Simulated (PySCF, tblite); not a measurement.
Isomers of C5H12SSi. All values are computed: GFN2-xTB (tblite) harmonic vibrations without scaling, gas phase. Errors from tens to a few hundred cm⁻¹ against measured bands are possible. Modes of hydrogen on silicon can be 10 to 20 % off. One conformer each.

Electronic energies: PBE0/pcSseg-1 single points on the GFN2-xTB geometries (PySCF, gas phase).

```csv
SMILES,"electronic energy, lowest = 0 (kJ/mol)"
CC(C)S[C@H]1C[SiH2]1,152.8
[SiH3][C@@H]1CCCSC1,34.9
CSCC/C=C/[SiH3],124.9
CC(C)[C@H]1CS[SiH2]1,0.0
```

Problem. How do GFN2-xTB zero-point energies change the relative energies?

Solution. 
| SMILES | ZPE (kJ/mol) | of it from modes above 1550 cm⁻¹ | electronic (kJ/mol) | with ZPE, lowest = 0 (kJ/mol) | lowest mode (cm⁻¹) | rings |
| --- | --- | --- | --- | --- | --- | --- |
| CC(C)[C@H]1CS[SiH2]1 | 410.0 | 207.3 | 0.0 | 0.0 | 67 | 1 |
| [SiH3][C@@H]1CCCSC1 | 404.3 | 200.5 | 34.9 | 29.1 | 108 | 1 |
| CSCC/C=C/[SiH3] | 390.3 | 212.3 | 124.9 | 105.1 | 37 | 0 |
| CC(C)S[C@H]1C[SiH2]1 | 402.0 | 209.3 | 152.8 | 144.7 | 36 | 1 |

The zero-point energies span 19.7 kJ/mol, from `CSCC/C=C/[SiH3]` to `CC(C)[C@H]1CS[SiH2]1`. The order is unchanged.

Problem. And how do the electronic energies of GFN2-xTB itself compare?

Solution. `CC(C)[C@H]1CS[SiH2]1` 0.0; `[SiH3][C@@H]1CCCSC1` 29.2; `CSCC/C=C/[SiH3]` 157.8; `CC(C)S[C@H]1C[SiH2]1` 200.0 kJ/mol, lowest = 0. Against the energies above, taken from the same isomer `CC(C)[C@H]1CS[SiH2]1`, the largest difference is 47.2 kJ/mol.

Problem. What do entropy and thermal enthalpy add at 298.15 K and 1 bar (rigid rotor, harmonic oscillator, one conformer each)?

Solution. 
```tsv
SMILES	point group	symmetry number	S (J/(mol K))	H − H(0) (kJ/mol)	ZPE + H − H(0) − TS (kJ/mol)
CC(C)[C@H]1CS[SiH2]1	C1	1	393.4	27.17	319.9
[SiH3][C@@H]1CCCSC1	C1	1	378.3	25.33	316.8
CSCC/C=C/[SiH3]	C1	1	444.8	31.69	289.3
CC(C)S[C@H]1C[SiH2]1	C1	1	409.7	29.01	308.8
```
